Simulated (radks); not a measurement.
Ga3+, 28 electrons, occupied as [Ar] 3d9 4d1 (not the ground configuration).

All-electron calculation, Dirac Kohn-Sham, PBE, spin-unpolarised, spherical densities, finite nucleus; open shells fill j = l - 1/2 first; Fermi nuclear charge, rms radius 3.9973 fm. Program: a radial shooting solver on a logarithmic mesh with Libxc functionals.

Energy parts (eV):
| part | energy |
|---|---|
| total | -52799.459 |
| kinetic | 53851.385 |
| electron-nucleus | -126098.035 |
| Hartree | 21464.144 |
| exchange-correlation | -2016.953 |

Orbitals (lengths in bohr, moments of r in powers of bohr; r(90%) holds 90 % of the orbital's charge):
orbital  occ.  eigenvalue (eV)  r(90%)
1s1/2       2        -10276.24  0.0868
2s1/2       2        -1311.060   0.337
2p1/2       2        -1166.224   0.308
2p3/2       4        -1138.568   0.313
3s1/2       2        -195.8175   0.967
3p1/2       2        -148.8173    1.02
3p3/2       4        -145.1167    1.03
3d3/2       4         -65.8862    1.25
3d5/2       5         -65.3804    1.26
4d3/2       1         -18.7243    4.46
4d5/2       0         -18.6869    4.47

The highest occupied level is 4d3/2 at -18.724 eV. Summed over all electrons, <r^2> = 21.21 bohr^2, which gives a Langevin (diamagnetic) susceptibility term of -16.8 x 10^-6 cm^3/mol.
